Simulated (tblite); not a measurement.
Here is a computed GFN2-xTB geometry (Å):
```
Si
C   1  1.8329
C   2  1.4095  1  121.54
C   3  1.3753  2  121.54  1  -179.71
C   4  1.3905  3  120.51  2     0.01
C   5  1.3887  4  119.58  3    -0.01
C   6  1.3761  5  119.39  4    -0.06
Cl  7  1.7348  2  117.92  1    -0.43
H   1  1.4432  2  125.17  3  -179.79
H   1  1.4510  2  116.06  3    -0.06
H   3  1.0809  2  118.53  1     0.48
H   4  1.0803  3  119.88  2  -180.00
H   5  1.0786  4  120.47  3  -179.94
H   6  1.0796  5  120.63  4  -179.99
```
Z-matrix in Å and degrees, rows numbered from 1.

Doublet state.

(1) Read off the bonds between heavy atoms and their formal orders.

(2) Write the SMILES.

(3) Name the point group.

(4) Which rings does it hold?

(5) Describe the place of each heavy atom.

(6) What is the arrangement about C6?

(7) What is the arrangement about C5?

## Answers

(1) Si1–C2 (single); C2–C3 (aromatic); C3–C4 (aromatic); C4–C5 (aromatic); C5–C6 (aromatic); C6–C7 (aromatic); C7–Cl8 (single); C2–C7 (aromatic). Hydrogens: H9, H10 on Si1; H11 on C3; H12 on C4; H13 on C5; H14 on C6. The orders are those of one drawing; other resonance forms can be drawn.

(2) `[SiH2]c1ccccc1Cl`, C6H6ClSi.

(3) Cs (tolerance 0.08 Å).

(4) C2–C3–C4–C5–C6–C7 (6 members, 0.00 Å rms from planarity).

(5) Si1: silicon bonded to C and 2 H; C2: carbon bonded to 2 C and Si; C3: carbon bonded to 2 C and H; C4: carbon bonded to 2 C and H; C5: carbon bonded to 2 C and H; C6: carbon bonded to 2 C and H; C7: carbon bonded to 2 C and Cl; Cl8: chlorine bonded to C.

(6) It has 3 neighbours (C5, C7, H14) and is planar (angles 120.6°, 120.0° and 119.4°, sum 360.0°, 0.00 Å off the plane of its three neighbours).

(7) It has 3 neighbours (C4, C6, H13) and is planar (angles 120.5°, 119.9° and 119.6°, sum 360.0°, 0.00 Å off the plane of its three neighbours).
